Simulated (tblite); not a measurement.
Species: C3H9BrO2Si2.
Bonds: C1–C2, C2–O3 (double), C2–C4, C4–O5, O5–Si6, Si6–Si7, Si7–Br8. Hydrogens: H9, H10, H11 on C1; H12, H13 on C4; H14, H15 on Si6; H16, H17 on Si7.

Computed with GFN2-xTB (tblite), gas phase: L-BFGS steps from a force-field or distance-geometry start until the largest atomic force falls under 0.01 eV/Å.

At the end of the run (lengths in Å): O5–Si6 1.625, Si6–Si7 2.287, Si7–Br8 2.228, C2–C4 1.524, C1–H10 1.088, C4–H13 1.097, C4–H12 1.097, C4–O5–Si6 126.6°, O5–Si6–Si7 96.7°, C2–C4–O5 112.8°, Si6–Si7–Br8 106.4°, C1–C2–C4–O5 1°, C2–C4–O5–Si6 -171°, C4–O5–Si6–Si7 -179°, H9–C1–C2–O3 0°, H14–Si6–O5–C4 -59°.

Task: These geometries were met on the way; a selection of coordinates is given. Order them by energy above the end point, lowest first.
A. O5–Si6 1.620, Si6–Si7 2.248, Si7–Br8 2.229, C2–C4 1.519, C1–H10 1.086, C4–H13 1.092, C4–H12 1.093, C4–O5–Si6 105.3°, O5–Si6–Si7 112.9°, C2–C4–O5 117.5°, Si6–Si7–Br8 107.1°, C1–C2–C4–O5 2°, C2–C4–O5–Si6 180°, C4–O5–Si6–Si7 -168°, H9–C1–C2–O3 -25°, H14–Si6–O5–C4 -46°
B. O5–Si6 1.628, Si6–Si7 2.278, Si7–Br8 2.224, C2–C4 1.528, C1–H10 1.092, C4–H13 1.096, C4–H12 1.096, C4–O5–Si6 123.1°, O5–Si6–Si7 107.0°, C2–C4–O5 116.6°, Si6–Si7–Br8 101.3°, C1–C2–C4–O5 5°, C2–C4–O5–Si6 -172°, C4–O5–Si6–Si7 -177°, H9–C1–C2–O3 -20°, H14–Si6–O5–C4 -59°
C. O5–Si6 1.635, Si6–Si7 2.287, Si7–Br8 2.240, C2–C4 1.524, C1–H10 1.091, C4–H13 1.096, C4–H12 1.096, C4–O5–Si6 116.5°, O5–Si6–Si7 110.2°, C2–C4–O5 118.4°, Si6–Si7–Br8 100.8°, C1–C2–C4–O5 3°, C2–C4–O5–Si6 -175°, C4–O5–Si6–Si7 -172°, H9–C1–C2–O3 -23°, H14–Si6–O5–C4 -50°
D. O5–Si6 1.636, Si6–Si7 2.265, Si7–Br8 2.218, C2–C4 1.509, C1–H10 1.087, C4–H13 1.092, C4–H12 1.094, C4–O5–Si6 111.3°, O5–Si6–Si7 107.6°, C2–C4–O5 121.0°, Si6–Si7–Br8 101.0°, C1–C2–C4–O5 3°, C2–C4–O5–Si6 -177°, C4–O5–Si6–Si7 -170°, H9–C1–C2–O3 -24°, H14–Si6–O5–C4 -50°
E. O5–Si6 1.729, Si6–Si7 2.218, Si7–Br8 2.281, C2–C4 1.475, C1–H10 1.127, C4–H13 1.128, C4–H12 1.125, C4–O5–Si6 103.0°, O5–Si6–Si7 112.7°, C2–C4–O5 114.1°, Si6–Si7–Br8 106.8°, C1–C2–C4–O5 0°, C2–C4–O5–Si6 180°, C4–O5–Si6–Si7 -168°, H9–C1–C2–O3 -26°, H14–Si6–O5–C4 -44°

Result: B (0.118 eV), C (0.192 eV), D (0.310 eV), A (0.552 eV), E (0.890 eV).

```tsv
step	E above end (eV)	rms distance from the end, all atoms (Å)	largest force (eV/Å)	rms shift of all bonds from the end (Å)
31	0.118	0.401	0.202	0.004
19	0.192	0.578	0.160	0.005
8	0.310	0.626	0.448	0.010
3	0.552	0.656	0.905	0.011
0	0.890	0.664	2.503	0.040
```

Rows stand in the order of the answer.
